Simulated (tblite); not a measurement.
Compound: C4H12GeS.
SMILES with atom numbers: `[CH3:1][S:2][CH2:3][CH2:4][GeH2:5][CH3:6]` (hydrogens: H7, H8, H9 on C1; H10, H11 on C3; H12, H13 on C4; H14, H15 on Ge5; H16, H17, H18 on C6)

Computed with GFN2-xTB (tblite), gas phase: L-BFGS steps from a force-field or distance-geometry start until the largest atomic force falls under 0.01 eV/Å.

Step 70: E = -539.4611 eV
```
atom  x, y, z in Å  |  force x, y, z in eV/Å
C1      3.1806   -0.3290   -0.3365    0.003  -0.148   0.148
S2      2.6180    1.3076   -0.8847    0.016  -0.049  -0.060
C3      0.8869    1.3445   -0.2925   -0.075  -0.074   0.081
C4      0.1077    0.0740   -0.5665   -0.125   0.010  -0.047
Ge5    -1.8649    0.3710   -0.3537    0.159  -0.115  -0.031
C6     -2.9829   -1.2666   -0.3553    0.065   0.123  -0.061
H7      4.2626   -0.3179   -0.3951    0.061   0.059   0.015
H8      2.8707   -0.5380    0.6852    0.020   0.191   0.004
H9      2.8018   -1.1055   -0.9907   -0.093  -0.021  -0.140
H10     0.9129    1.5678    0.7753   -0.029  -0.025   0.027
H11     0.4501    2.1982   -0.8099    0.021   0.015  -0.048
H12     0.3104   -0.2743   -1.5829   -0.051   0.035   0.035
H13     0.4382   -0.7103    0.1175   -0.072  -0.030  -0.047
H14    -2.0883    1.0899    0.9327    0.010   0.157   0.239
H15    -2.3253    1.3295   -1.4130    0.000   0.024  -0.058
H16    -3.7549   -1.2194    0.4108    0.077   0.049  -0.086
H17    -3.4668   -1.3778   -1.3238    0.053  -0.116   0.085
H18    -2.3659   -2.1372   -0.1578   -0.039  -0.087  -0.056
```

Step 71: E = -539.4613 eV
```
atom  x, y, z in Å  |  force x, y, z in eV/Å
C1      3.1868   -0.3117   -0.3191   -0.053  -0.218   0.038
S2      2.5923    1.2850   -0.9976   -0.051  -0.434   0.257
C3      0.8949    1.3297   -0.3031    0.006   0.071   0.097
C4      0.1048    0.0685   -0.5800   -0.175   0.005  -0.028
Ge5    -1.8621    0.3579   -0.3418    0.038   0.069   0.057
C6     -3.0013   -1.2621   -0.3681    0.085   0.117  -0.059
H7      4.2689   -0.2920   -0.4103   -0.017   0.046  -0.002
H8      2.9170   -0.4392    0.7370    0.013   0.257  -0.350
H9      2.8022   -1.1593   -0.9019    0.023   0.366   0.123
H10     0.9837    1.5165    0.7734   -0.031  -0.027  -0.154
H11     0.4315    2.2019   -0.7697    0.079  -0.043  -0.008
H12     0.2849   -0.2611   -1.6058   -0.005  -0.010   0.032
H13     0.4451   -0.7206    0.0914   -0.061  -0.088  -0.074
H14    -2.0723    1.0619    0.9626    0.025   0.102   0.171
H15    -2.3390    1.3446   -1.3743    0.034  -0.011  -0.027
H16    -3.7959   -1.2131    0.3748    0.097   0.072  -0.092
H17    -3.4536   -1.3639   -1.3518    0.020  -0.135   0.063
H18    -2.3967   -2.1365   -0.1568   -0.029  -0.139  -0.046
```

Step 72: E = -539.4734 eV
```
atom  x, y, z in Å  |  force x, y, z in eV/Å
C1      3.1717   -0.3322   -0.3297    0.085  -0.074   0.046
S2      2.6051    1.2882   -0.9346   -0.015  -0.115   0.021
C3      0.8912    1.3438   -0.2909    0.004  -0.044   0.046
C4      0.1031    0.0823   -0.5709   -0.125  -0.001   0.002
Ge5    -1.8617    0.3660   -0.3520    0.002   0.109   0.076
C6     -2.9784   -1.2671   -0.3620    0.109   0.061  -0.002
H7      4.2540   -0.3222   -0.4104    0.019   0.043   0.012
H8      2.8867   -0.4909    0.7078   -0.017   0.153  -0.036
H9      2.7825   -1.1335   -0.9514   -0.084   0.039  -0.040
H10     0.9506    1.5480    0.7792   -0.033  -0.019   0.015
H11     0.4495    2.2088   -0.7836    0.018   0.030  -0.050
H12     0.2956   -0.2517   -1.5916   -0.009  -0.018  -0.019
H13     0.4350   -0.7063    0.1054   -0.045  -0.082  -0.054
H14    -2.0913    1.0867    0.9441    0.033   0.075   0.117
H15    -2.3319    1.3342   -1.4042    0.019  -0.011  -0.024
H16    -3.7605   -1.2225    0.3921    0.055   0.064  -0.046
H17    -3.4470   -1.3893   -1.3321   -0.008  -0.094  -0.042
H18    -2.3630   -2.1359   -0.1562   -0.010  -0.117  -0.022
```

Question: Estimate the geometry and energy of step 73. (The exact step hangs on the optimiser's Hessian estimate; all steps are aligned on step 72, rigid shifts and turns removed.)

Answer: E = -539.4783 eV, largest force 0.179 eV/Å
```
atom  x, y, z in Å  |  force x, y, z in eV/Å
C1      3.1704   -0.3340   -0.3280    0.069  -0.039   0.043
S2      2.6016    1.2784   -0.9473   -0.016  -0.057   0.002
C3      0.8938    1.3420   -0.2898   -0.012  -0.041   0.002
C4      0.0990    0.0852   -0.5727   -0.103  -0.007   0.010
Ge5    -1.8630    0.3692   -0.3494   -0.037   0.149   0.092
C6     -2.9741   -1.2663   -0.3627    0.094   0.025  -0.029
H7      4.2509   -0.3268   -0.4159    0.061   0.040   0.009
H8      2.8914   -0.4724    0.7130   -0.024   0.111  -0.015
H9      2.7753   -1.1395   -0.9386   -0.097   0.002  -0.034
H10     0.9613    1.5387    0.7800   -0.027  -0.009   0.051
H11     0.4520    2.2121   -0.7742    0.030   0.016  -0.045
H12     0.2895   -0.2449   -1.5950   -0.013  -0.023  -0.020
H13     0.4300   -0.7069    0.1001   -0.042  -0.085  -0.058
H14    -2.0940    1.0920    0.9485    0.040   0.052   0.079
H15    -2.3388    1.3342   -1.4033    0.027  -0.012  -0.012
H16    -3.7614   -1.2276    0.3861    0.057   0.071  -0.039
H17    -3.4366   -1.3939   -1.3358   -0.004  -0.074  -0.030
H18    -2.3562   -2.1331   -0.1561   -0.004  -0.118  -0.006
```

The energy changes by -0.0049 eV. The first-order estimate −F·Δx gives -0.0056 eV and the mean of the old and new forces, exact on a quadratic surface, -0.0049 eV. The step makes an angle of 73° with the force vector and moves no atom by more than 0.020 Å.

The cost below is that of the whole relaxation. Hardware: an Arm Neoverse N1 with one thread, shared host. Cost: 2.0 s wall.
